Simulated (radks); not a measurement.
Effect of the nuclear size on neutral magnesium, [Ne] 3s2. Calculated with a radial shooting solver on a logarithmic mesh with Libxc functionals: Dirac Kohn-Sham, relativistic LDA (MacDonald-Vosko exchange, VWN5 correlation), spin-unpolarised, spherical densities, finite nucleus; Fermi nuclear charge, rms radius 3.057 fm. The rms radius is varied about that value; shifts are against it.

rms radius (fm)	total energy shift (eV)	density at nucleus (e/bohr^3)	1s1/2 shift (meV)
2.5006	-0.000866	1149	-0.358
2.9286	-0.000215	1147	-0.089
3.057	0	1147	0.000
3.3321	0.000491	1146	0.203
3.4605	0.000734	1145	0.304

Slopes of the eigenvalues against <r^2> in GHz/fm^2, as finite differences over the two radii next to the reference (eigenvalue slopes, not the field-shift constants of lines): 1s1/2 27.9.
